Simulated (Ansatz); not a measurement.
C$_{3}$H$_{6}$BN, SMILES `CNC1=CB1`, relaxed with RKS PBE0-D4/def2-TZVP in Ansatz 0.2.0 from a PBE-D4/def2-SVP geometry. The force threshold is 0.005 eV/Å; the program also tests the step.

Total charge 0; spin multiplicity 1.

Start:

```xyz
11

C    -0.299   -1.638   -0.577
N     0.594   -0.545   -0.246
C     0.189    0.641    0.224
C     0.663    1.878    0.625
B    -0.790    1.679    0.700
H    -0.038   -2.566   -0.022
H    -1.328   -1.344   -0.294
H    -0.291   -1.872   -1.665
H     1.594   -0.690   -0.411
H     1.618    2.413    0.723
H    -1.912    2.043    0.943
```

(1) How much energy does the relaxation release, and in how many steps? (An estimate is asked.)

(2) Which bonds change most? (Estimate.)

(3) Give the relaxed structure. (An estimate is asked.)

Results:

(1) Computed: 0.06 eV, in 5 steps.

(2) Ansatz gave: C3–B5 from 1.504 to 1.483 Å; B5–H11 from 1.204 to 1.184 Å; C3–C4 from 1.384 to 1.365 Å; C1–H8 from 1.114 to 1.095 Å.

(3) The calculation gave: 
```xyz
11

C    -0.300   -1.620   -0.570
N     0.597   -0.540   -0.244
C     0.189    0.635    0.221
C     0.653    1.855    0.618
B    -0.781    1.654    0.691
H    -0.048   -2.529   -0.017
H    -1.310   -1.318   -0.294
H    -0.288   -1.849   -1.640
H     1.580   -0.680   -0.409
H     1.591    2.384    0.714
H    -1.884    2.009    0.932
```
